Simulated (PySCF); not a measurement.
C₂H₈OSi₂, SMILES C[Si@@H]1[SiH2]OC1.

The structure is a stationary point at TPSSh-D3(BJ)/def2-SVP. The structure was generated by enumeration; whether it is a known compound was not checked.

These are TPSSh-D3(BJ)/def2-SVP in PySCF 2.14.0 values and carry that method's errors.

Frequencies are harmonic and unscaled.

Computed normal modes with their intensities:
| mode | ν (cm⁻¹) | IR (km/mol) | moving atoms (share of kinetic energy) |
|---|---|---|---|
| 1 | 54 | 3.6 | O 46 %, H 24 %, C 22 %, Si 8 % |
| 2 | 144 | 0.5 | H 35 %, Si 34 %, C 27 % |
| 3 | 160 | 0.1 | H 96 % |
| 4 | 196 | 0.8 | H 43 %, C 36 %, Si 19 % |
| 5 | 408 | 5.7 | Si 39 %, O 25 %, C 20 %, H 16 % |
| 6 | 416 | 9.9 | Si 59 %, H 29 % |
| 7 | 465 | 11.3 | H 63 %, Si 34 % |
| 8 | 595 | 7.2 | H 83 %, C 16 % |
| 9 | 638 | 0.1 | H 59 %, C 35 % |
| 10 | 668 | 35.4 | H 64 %, C 23 %, Si 11 % |
| 11 | 676 | 20.4 | H 86 %, Si 8 % |
| 12 | 713 | 46.2 | C 36 %, H 33 %, Si 29 % |
| 13 | 766 | 7.6 | O 40 %, H 28 %, Si 21 %, C 11 % |
| 14 | 773 | 65.2 | H 62 %, Si 16 %, C 15 % |
| 15 | 829 | 23.3 | H 66 %, C 25 %, Si 9 % |
| 16 | 859 | 190.7 | H 60 %, Si 22 %, O 10 % |
| 17 | 902 | 91.6 | H 77 %, C 14 %, Si 8 % |
| 18 | 986 | 244.9 | H 73 %, O 11 %, C 10 % |
| 19 | 1012 | 26.9 | O 37 %, C 32 %, H 31 % |
| 20 | 1196 | 0.5 | H 91 % |
| 21 | 1262 | 3.1 | H 76 %, C 18 % |
| 22 | 1279 | 7.9 | H 80 %, C 20 % |
| 23 | 1451 | 4.5 | H 96 % |
| 24 | 1452 | 2.7 | H 95 % |
| 25 | 1473 | 1.4 | H 93 % |
| 26 | 2225 | 80.0 | H 97 % |
| 27 | 2228 | 180.8 | H 97 % |
| 28 | 2236 | 181.4 | H 97 % |
| 29 | 3019 | 49.1 | H 95 % |
| 30 | 3029 | 6.4 | H 97 % |
| 31 | 3071 | 23.5 | H 90 %, C 10 % |
| 32 | 3121 | 4.0 | H 91 %, C 9 % |
| 33 | 3130 | 4.2 | H 91 %, C 9 % |
